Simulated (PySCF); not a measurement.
Vertical excitations of a molecule C₃H₇FSi from PySCF with TDA-PBE/def2-SVPD, as energy in eV (oscillator strength): 6.73 (0.003), 7.07 (0.043), 7.33 (0.003), 7.47 (0.023), 7.58 (0.011), 7.73 (0.002), 7.84 (0.017), 7.97 (0.035), 8.06 (0.011), 8.07 (0.006). Lowest triplet (TDA): 6.48 eV. Coordinates come from a PBE-D3(BJ)/def2-SVP optimisation. One conformer was computed; it need not be the lowest.

Question: Identify the compound among the candidates.
A) FC1([SiH3])CC1
B) C/C(F)=C/[SiH3]
C) F[SiH2]C1CC1
D) C=C(C)[SiH2]F

Answer: C, F[SiH2]C1CC1
